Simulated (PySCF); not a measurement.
**Checking a proposed structure**

A compound C5H8P2Si gives the data below (simulated from a calculation) and was assigned the structure `Cc1cpcpc1[SiH3]`.

$^{13}$C{$^{1}$H} NMR (computed): δ 198.5 (C), 162.0 (CH, 2C), 145.0 (C), 31.2 (CH3).

$^{1}$H NMR (300 MHz, computed): δ 9.21 (m, 2H), 5.00 (m, 3H), 2.75 (s, 3H).

PySCF calculation with NMR shieldings at PBE0/pcSseg-1/GIAO and GFN2-xTB geometry; non-relativistic Hamiltonian, one averaged value for each set of equivalent atoms, gas phase, one computed conformer.

Referencing at the same level of theory: $^{1}$H (31.72 ppm), $^{13}$C (186.93 ppm) against TMS.

**Question.** Compare with the shifts computed for the proposed structure, pairing carbons in order of shift.

**Answer.** Atom-mapped SMILES (the numbers label the heavy atoms): `[CH3:1][c:2]1[cH:3][p:4][cH:5][p:6][c:7]1[SiH3:8]` (H(Xn): hydrogen on atom n).

```json
{"atom": "C5", "computed for proposal": "192.0", "given list": "198.5", "difference": "-6.5"}
{"atom": "C7", "computed for proposal": "167.2", "given list": "162.0", "difference": "+5.2"}
{"atom": "C3", "computed for proposal": "160.8", "given list": "162.0", "difference": "-1.2"}
{"atom": "C2", "computed for proposal": "152.4", "given list": "145.0", "difference": "+7.4"}
{"atom": "C1", "computed for proposal": "32.8", "given list": "31.2", "difference": "+1.6"}
```

The rms difference is 5.1 ppm and the largest +7.4 ppm at C2 (substituted aromatic carbon). The proposal also would give 5 carbon signals, not 4. The carbon types in order of shift don't match either: CH, C, CH, C, CH3 for the proposal against C, CH, CH, C, CH3 in the data. The proposal doesn't fit.

**Question.** Which isomer fits?

**Answer.** SMILES Cc1cpc([SiH3])pc1.

δC 198.5, 145.0: substituted aromatic carbon. δC 162.0: aromatic CH. δH 9.21: hydrogen on an aromatic CH; the ring current deshields protons in the ring plane. δH 2.75: hydrogen on a methyl carbon on an aromatic ring; benzylic-type position, deshielded by the ring.

This is the structure that produced the data.

Splittings by $^{31}$P in the carbon and heteronuclear signals aren't shown, as no couplings were computed. Shifts are as computed. Against solution values, carbons near 30 ppm lie about +3 ppm off and those near 130 ppm about +5 ppm. Of 1211 compounds with measured shifts, 218 miss one by over three times the rms of a fit or turn the order of signals round; such compounds aren't used in these exercises. Multiplicities follow the n + 1 count of equivalent neighbours, as no J values were calculated; m marks all less simple cases, F and P coupling included.
